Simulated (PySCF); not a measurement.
**Ionisation energy of Ge²⁰⁺ by level of theory**

Ge²⁰⁺ [Ne] 3s2 (1S) → Ge²¹⁺ [Ne] 3s1 (2S), as a difference of total energies. All numbers are calculated (PySCF 2.14, scalar relativity by spin-free X2C-1e, in an even-tempered Gaussian basis (18 s from 2.1 bohr⁻², ratio 2.5; 11 p from 2.7 bohr⁻², ratio 2.5; 5 d from 10 bohr⁻², ratio 2.7; 4 f from 16 bohr⁻², ratio 2.7)). Correlated levels: outer shells: 1s2 frozen; virtual orbitals above 40 to 60 times the deepest correlated orbital energy dropped. The calculations carry no spin-orbit coupling.

```
                method  ionisation energy (eV)
                   UHF                  832.65
    MP2 (outer shells)                  835.31
SCS-MP2 (outer shells)                  835.61
   CCSD (outer shells)                  835.94
CCSD(T) (outer shells)                  835.98
```

How much does correlation contribute at CCSD(T) (outer shells)?

835.98 − (832.65) = 3.33 eV, measured against UHF.

Breit and QED terms and the two-electron picture change are absent.

For comparison: 837.1 ± 1 eV (semi-empirical (NIST evaluation); NIST Atomic Spectra Database, ionization energies).
